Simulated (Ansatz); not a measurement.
The cluster Mo₅. The state is a quintet with charge 0. Geometry r2SCAN-D4/def2-SVP.

```tsv
atom	x (Å)	y (Å)	z (Å)
Mo1	1.612	-0.217	0.457
Mo2	0.188	1.711	-0.102
Mo3	-0.277	-1.701	-0.036
Mo4	-0.589	0.050	-1.547
Mo5	-0.934	0.157	1.228
```

In the def2 sets Mo takes a core potential; there is no spin–orbit coupling. At PBE-D4/def2-TZVP, r2SCAN-D4/def2-TZVP, r2SCANh-D4/def2-TZVP, PBE0-D4/def2-TZVP and others the charge 0 quintet is spin-contaminated (final ⟨S²⟩ up to 7.93, 6.00 for a pure state). The geometry of the quintet was relaxed on an unsound state (⟨S²⟩ 6.83, where a pure state has 6.00). At PBE0-D4/def2-TZVP a broken-symmetry singlet of charge 0 lies 0.10 eV below the quintet, each at its own geometry. The structure comes from a short search, and lower isomers may exist.

(1) Estimate the α-spin orbital energies around the gap (eV) in Ansatz with PBE-D4/def2-TZVP, r2SCAN-D4/def2-TZVP, r2SCANh-D4/def2-TZVP, PBE0-D4/def2-TZVP, CAM-B3LYP-D4/def2-TZVP.

## Answers

(1) 
```json
{"orbital": "HOMO−5", "PBE-D4/def2-TZVP": "-4.78", "r2SCAN-D4/def2-TZVP": "-4.96", "r2SCANh-D4/def2-TZVP": "-5.42", "PBE0-D4/def2-TZVP": "-5.83", "CAM-B3LYP-D4/def2-TZVP": "-7.02"}
{"orbital": "HOMO−4", "PBE-D4/def2-TZVP": "-4.26", "r2SCAN-D4/def2-TZVP": "-4.55", "r2SCANh-D4/def2-TZVP": "-5.01", "PBE0-D4/def2-TZVP": "-5.37", "CAM-B3LYP-D4/def2-TZVP": "-6.50"}
{"orbital": "HOMO−3", "PBE-D4/def2-TZVP": "-4.10", "r2SCAN-D4/def2-TZVP": "-3.99", "r2SCANh-D4/def2-TZVP": "-4.34", "PBE0-D4/def2-TZVP": "-4.70", "CAM-B3LYP-D4/def2-TZVP": "-5.83"}
{"orbital": "HOMO−2", "PBE-D4/def2-TZVP": "-3.77", "r2SCAN-D4/def2-TZVP": "-3.95", "r2SCANh-D4/def2-TZVP": "-4.17", "PBE0-D4/def2-TZVP": "-4.54", "CAM-B3LYP-D4/def2-TZVP": "-5.69"}
{"orbital": "HOMO−1", "PBE-D4/def2-TZVP": "-3.42", "r2SCAN-D4/def2-TZVP": "-3.69", "r2SCANh-D4/def2-TZVP": "-4.10", "PBE0-D4/def2-TZVP": "-4.39", "CAM-B3LYP-D4/def2-TZVP": "-5.17"}
{"orbital": "HOMO", "PBE-D4/def2-TZVP": "-3.23", "r2SCAN-D4/def2-TZVP": "-3.46", "r2SCANh-D4/def2-TZVP": "-3.74", "PBE0-D4/def2-TZVP": "-3.87", "CAM-B3LYP-D4/def2-TZVP": "-4.65"}
{"orbital": "LUMO", "PBE-D4/def2-TZVP": "-2.98", "r2SCAN-D4/def2-TZVP": "-2.81", "r2SCANh-D4/def2-TZVP": "-2.57", "PBE0-D4/def2-TZVP": "-2.27", "CAM-B3LYP-D4/def2-TZVP": "-1.42"}
{"orbital": "LUMO+1", "PBE-D4/def2-TZVP": "-2.79", "r2SCAN-D4/def2-TZVP": "-2.49", "r2SCANh-D4/def2-TZVP": "-2.16", "PBE0-D4/def2-TZVP": "-1.79", "CAM-B3LYP-D4/def2-TZVP": "-0.77"}
{"orbital": "LUMO+2", "PBE-D4/def2-TZVP": "-2.65", "r2SCAN-D4/def2-TZVP": "-2.42", "r2SCANh-D4/def2-TZVP": "-2.04", "PBE0-D4/def2-TZVP": "-1.68", "CAM-B3LYP-D4/def2-TZVP": "-0.74"}
{"orbital": "LUMO+3", "PBE-D4/def2-TZVP": "-2.51", "r2SCAN-D4/def2-TZVP": "-2.21", "r2SCANh-D4/def2-TZVP": "-1.81", "PBE0-D4/def2-TZVP": "-1.42", "CAM-B3LYP-D4/def2-TZVP": "-0.43"}
{"orbital": "LUMO+4", "PBE-D4/def2-TZVP": "-2.45", "r2SCAN-D4/def2-TZVP": "-2.12", "r2SCANh-D4/def2-TZVP": "-1.75", "PBE0-D4/def2-TZVP": "-1.38", "CAM-B3LYP-D4/def2-TZVP": "-0.36"}
{"orbital": "LUMO+5", "PBE-D4/def2-TZVP": "-2.34", "r2SCAN-D4/def2-TZVP": "-2.03", "r2SCANh-D4/def2-TZVP": "-1.61", "PBE0-D4/def2-TZVP": "-1.36", "CAM-B3LYP-D4/def2-TZVP": "-0.34"}
{"orbital": "β HOMO", "PBE-D4/def2-TZVP": "-4.04", "r2SCAN-D4/def2-TZVP": "-3.88", "r2SCANh-D4/def2-TZVP": "-4.05", "PBE0-D4/def2-TZVP": "-4.36", "CAM-B3LYP-D4/def2-TZVP": "-5.25"}
{"orbital": "β LUMO", "PBE-D4/def2-TZVP": "-3.24", "r2SCAN-D4/def2-TZVP": "-2.89", "r2SCANh-D4/def2-TZVP": "-2.55", "PBE0-D4/def2-TZVP": "-2.26", "CAM-B3LYP-D4/def2-TZVP": "-1.50"}
```
